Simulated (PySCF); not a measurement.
**How methods differ on the ionisation energy of Br**

Br [Ar] 3d10 4s2 4p5 (2P) → Br⁺ [Ar] 3d10 4s2 4p4 (3P), as a difference of total energies. Calculation: PySCF 2.14, in x2c-TZVPall; the spin-free X2C one-electron Hamiltonian (Gaussian nucleus). Correlated levels: valence: [Ar] 3d10 frozen. The calculations carry no spin-orbit coupling.

```csv
method,ionisation energy (eV),error (eV)
UHF,10.722,-1.122
PBE,11.785,-0.059
MN15,11.701,-0.143
MP2 (valence),11.539,-0.305
SCS-MP2 (valence),11.537,-0.307
CCSD (valence),11.541,-0.303
CCSD(T) (valence),11.575,-0.269
```

Reference: 11.844 eV (measured; NIST levels, between the centres of gravity of the two terms).

Errors of the correlated levels include the incompleteness of this basis and the frozen core.
